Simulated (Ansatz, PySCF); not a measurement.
Pair of molecules: C2H4 (SMILES C=C) (first 6 atoms) with H2 (SMILES [H][H]); geometry from B3LYP-D3(BJ)/def2-TZVP, rigid monomers moved along the line of their centres of mass till C2···H7 is 2.75 Å.
(charge 0, multiplicity 1):
```xyz
8

C      0.409     0.552    -0.329
C     -0.135    -0.614    -0.011
H      1.482     0.703    -0.311
H     -0.195     1.403    -0.619
H     -1.208    -0.765    -0.028
H      0.469    -1.465     0.279
H     -0.297     0.101     2.643
H     -0.433     0.064     3.375
```

Quantity: the interaction energy.

Counterpoise-corrected where a basis set is named; no monomer relaxation.

Frozen-core correlation. CBS: X⁻³ extrapolation of the correlation energy, Hartree–Fock from the larger set.

The values were computed with Ansatz (a quantum-chemistry and plane-wave program) with Gaussian orbitals; PySCF for the dispersion terms. Each number belongs to the level named beside it.

Costs are ratios of core time to PBE/def2-TZVPPD (roughly 1.3 s), for whole runs (searches for the state included, and forces where a run took them) on one shared machine, so rough; each difference counts from -6.5 meV (CCSD(T)/CBS(aug-cc-pVDZ, aug-cc-pVTZ), a level with limits of its own).

A star marks coupled-cluster runs past 200 virtual orbitals, where the program's memory plan changes under this machine's limit, so their costs aren't comparable with smaller runs.

| level | basis functions | cost | difference (meV) |
|---|---|---|---|
| PBE/def2-TZVPPD | 176 | ×1 | 2.8 |
| PBE-D3(BJ)/def2-TZVPPD | 176 | ×1 | -15.3 |
| B3LYP/def2-TZVPPD | 176 | ×1 | 25.7 |
| B3LYP-D3(BJ)/def2-TZVPPD | 176 | ×1 | -1.6 |
| r2SCAN/def2-TZVPPD | 176 | ×2 | 9.6 |
| r2SCAN-D3(BJ)/def2-TZVPPD | 176 | ×2 | 2.5 |
| PBE0/def2-TZVPPD | 176 | ×2 | 5.8 |
| PBE0-D3(BJ)/def2-TZVPPD | 176 | ×2 | -10.9 |
| CCSD(T)/aug-cc-pVDZ | 100 | ×3 | 9.2 |
| wB97X-V/def2-TZVPPD | 176 | ×3 | -0.3 |
| wB97M-V/def2-TZVPPD | 176 | ×3 | 1.3 |
| CCSD(T)/aug-cc-pVTZ | 230 | ×300* | 2.6 |

With a budget of 100 times the cost of PBE/def2-TZVPPD, the closest level: wB97X-V/def2-TZVPPD, at -0.3 meV; next is wB97M-V/def2-TZVPPD at 1.3 meV.
